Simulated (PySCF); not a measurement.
## Pm⁵⁷⁺ (promethium, charge +57): Hartree-Fock from Schrödinger to Dirac-Coulomb-Breit

Occupied: 1s1/2, 2s1/2. Hartree-Fock calculated with PySCF 2.14 in an uncontracted even-tempered set (16 s from 12 bohr⁻², ratio 2.7; 13 p from 15 bohr⁻², ratio 2.7), Gaussian nucleus throughout. NR is non-relativistic, sf-X2C the spin-free one-electron X2C Hamiltonian, X2C adds the bare one-electron spin-orbit term, X2C-SNSO screens it by Boettger's factors, DC is four-component Dirac-Coulomb, and the Gaunt and Breit terms are added at first order (total energies over the DC spinors, levels after relaxing the spinors in that mean field). QED terms are absent. Levels marked empty are virtual spinors of this ion.

```json
{"Hamiltonian": "NR", "E (hartree)": "-4555.9703", "E − E(DC) (hartree)": "260.6890", "CPU seconds": "0.16"}
{"Hamiltonian": "sf-X2C", "E (hartree)": "-4814.7319", "E − E(DC) (hartree)": "1.9274", "CPU seconds": "0.09"}
{"Hamiltonian": "X2C", "E (hartree)": "-4814.7319", "E − E(DC) (hartree)": "1.9274", "CPU seconds": "0.09"}
{"Hamiltonian": "X2C-SNSO", "E (hartree)": "-4814.7319", "E − E(DC) (hartree)": "1.9274", "CPU seconds": "0.09"}
{"Hamiltonian": "DC", "E (hartree)": "-4816.6594", "E − E(DC) (hartree)": "0.0000", "CPU seconds": "1.8"}
{"Hamiltonian": "DC+Gaunt", "E (hartree)": "-4812.7323", "E − E(DC) (hartree)": "3.9270", "CPU seconds": "3"}
{"Hamiltonian": "DC+Breit", "E (hartree)": "-4812.8147", "E − E(DC) (hartree)": "3.8447", "CPU seconds": "26"}
```

**Question.** Give the 2p spin-orbit interval with each Hamiltonian that has one.

**Answer.** X2C 644.6; X2C-SNSO 622.0; DC 626.1; DC+Gaunt 617.1; DC+Breit 617.1 (eV).

| level (eV) | NR | sf-X2C | X2C | X2C-SNSO | DC | DC+Gaunt | DC+Breit |
| --- | --- | --- | --- | --- | --- | --- | --- |
| 1s1/2 | -48947.1 | -51540.3 | -51540.3 | -51540.3 | -51586.7 | -51492.4 | -51493.4 |
| 2s1/2 | -11758.3 | -12545.8 | -12545.8 | -12545.8 | -12551.1 | -12540.0 | -12541.1 |
| 2p1/2 (empty) | -11412.8 | -11711.1 | -12163.2 | -12146.6 | -12151.8 | -12131.6 | -12134.4 |
| 2p3/2 (empty) | -11412.8 | -11711.1 | -11518.6 | -11524.6 | -11525.7 | -11514.4 | -11517.2 |
| 3s1/2 (empty) | -5036.1 | -5304.7 | -5304.7 | -5304.7 | -5306.2 | -5303.0 | -5303.5 |

Weight of the small component: 1s1/2 0.0517, 2s1/2 0.0124, 2p1/2 0.0123, 2p3/2 0.0116, 3s1/2 0.00529.

Koopmans' value for the highest occupied level at DC+Breit: 12541.1 eV, against an ionisation energy of 12532 ± 6 eV (theoretical estimate listed by NIST; NIST Atomic Spectra Database, ionization energies); the former lacks relaxation, correlation, QED and recoil.

The whole ladder took 32 s of wall time on 1 thread of Intel(R) Xeon(R) 6975P-C (shared host), launched as `OMP_NUM_THREADS=1 python relrun2.py TASK.json OUT` (a driver that calls PySCF for each Hamiltonian).
